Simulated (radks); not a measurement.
Spin polarisation of the 5p2 shell in the antimony ion Sb+. Start: [Kr] 4d10 5s2 5p(up 1, down 1); electrons of 5p are moved from spin down to spin up, other shells keep equal spins. Method: non-relativistic Kohn-Sham, r2SCAN, spin-polarised, spherical densities, point nucleus; meta-GGA in the generalised Kohn-Sham scheme; computed with a radial shooting solver on a logarithmic mesh with Libxc functionals.

moment (Bohr magnetons) = 0: E - E(0) (eV) 0.000; e(5p up) (eV) -12.115; e(5p down) (eV) -12.115; 5s down minus up (eV) 0.000
moment (Bohr magnetons) = 0.5: E - E(0) (eV) -0.065; e(5p up) (eV) -12.361; e(5p down) (eV) -11.837; 5s down minus up (eV) 0.520
moment (Bohr magnetons) = 1: E - E(0) (eV) -0.263; e(5p up) (eV) -12.579; e(5p down) (eV) -11.519; 5s down minus up (eV) 1.043
moment (Bohr magnetons) = 1.5: E - E(0) (eV) -0.598; e(5p up) (eV) -12.773; e(5p down) (eV) -11.140; 5s down minus up (eV) 1.572
moment (Bohr magnetons) = 2: E - E(0) (eV) -1.090; e(5p up) (eV) -12.948; e(5p down) (eV) -10.608; 5s down minus up (eV) 2.117

At moment 2 the spin-polarisation energy is -1.090 eV and the 5p exchange splitting 2.339 eV, that is 1.170 eV per Bohr magneton; E = -I m^2/4 would give I = 1.090 eV.
